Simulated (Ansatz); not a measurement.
Ga7P6H20⁻, a cluster cut from zinc blende GaP (hydrogen-capped). The state is a singlet with charge -1. Geometry PBE-D4/def2-SVP.

```xyz
33

Ga   -0.112   -3.457   -1.500
Ga   -2.294    3.478    1.320
Ga   -0.396    0.677   -2.352
Ga   -1.888   -0.820    0.835
Ga    1.510   -2.377    2.082
Ga    1.488    1.382    0.901
Ga    3.248   -1.265   -1.434
P    -3.086    1.312    0.620
P    -1.289   -1.334   -1.382
P     1.840   -2.814   -0.258
P     0.026    3.341    0.681
P     1.777    0.666   -1.323
P     0.185   -0.340    1.882
H     0.257   -3.727   -3.022
H    -0.983   -4.512   -0.687
H    -2.300    3.442    2.907
H    -3.027    4.627    0.510
H    -0.304    0.584   -3.933
H    -1.209    1.906   -1.711
H    -2.839   -1.777    1.661
H     0.569   -3.481    2.734
H     2.881   -1.974    2.779
H     2.724    1.851    1.769
H     3.388   -1.685   -2.961
H     4.543   -0.908   -0.579
H    -3.618    1.418   -0.701
H    -4.330    1.152    1.316
H    -2.568   -1.521   -2.004
H     2.623   -4.016   -0.236
H     0.178    3.893   -0.628
H     0.656    4.403    1.412
H     2.481    1.771   -1.906
H    -0.132    0.107    3.207
```

Single mean-field runs in def2-SVP, def2-TZVP are fitted with def2-universal-jkfit.

Task: Estimate the orbital energies around the gap (eV) in Ansatz with PBE-D4/def2-SVP, r2SCAN-D4/def2-TZVP, r2SCANh-D4/def2-TZVP, PBE0-D4/def2-TZVP, r2SCAN0-D4/def2-TZVP.

Result: 
| orbital | PBE-D4/def2-SVP | r2SCAN-D4/def2-TZVP | r2SCANh-D4/def2-TZVP | PBE0-D4/def2-TZVP | r2SCAN0-D4/def2-TZVP |
| --- | --- | --- | --- | --- | --- |
| HOMO−13 | -4.65 | -5.03 | -5.45 | -5.87 | -6.07 |
| HOMO−12 | -4.52 | -4.95 | -5.39 | -5.84 | -6.06 |
| HOMO−11 | -4.34 | -4.73 | -5.16 | -5.60 | -5.81 |
| HOMO−10 | -4.19 | -4.59 | -5.02 | -5.46 | -5.67 |
| HOMO−9 | -4.08 | -4.46 | -4.89 | -5.32 | -5.53 |
| HOMO−8 | -4.06 | -4.46 | -4.88 | -5.31 | -5.52 |
| HOMO−7 | -3.65 | -4.02 | -4.42 | -4.84 | -5.02 |
| HOMO−6 | -3.47 | -3.82 | -4.21 | -4.61 | -4.80 |
| HOMO−5 | -3.45 | -3.78 | -4.16 | -4.55 | -4.72 |
| HOMO−4 | -3.43 | -3.73 | -4.10 | -4.50 | -4.66 |
| HOMO−3 | -3.26 | -3.63 | -4.02 | -4.43 | -4.61 |
| HOMO−2 | -3.17 | -3.51 | -3.88 | -4.28 | -4.45 |
| HOMO−1 | -3.02 | -3.37 | -3.75 | -4.16 | -4.33 |
| HOMO | -3.00 | -3.35 | -3.73 | -4.14 | -4.31 |
| LUMO | 1.21 | 1.11 | 1.38 | 1.72 | 1.79 |
| LUMO+1 | 1.39 | 1.33 | 1.60 | 1.92 | 2.01 |
| LUMO+2 | 1.50 | 1.47 | 1.73 | 1.98 | 2.10 |
| LUMO+3 | 1.69 | 1.63 | 1.89 | 2.16 | 2.27 |
| LUMO+4 | 1.85 | 1.84 | 2.13 | 2.45 | 2.54 |
| LUMO+5 | 1.86 | 1.98 | 2.23 | 2.45 | 2.61 |
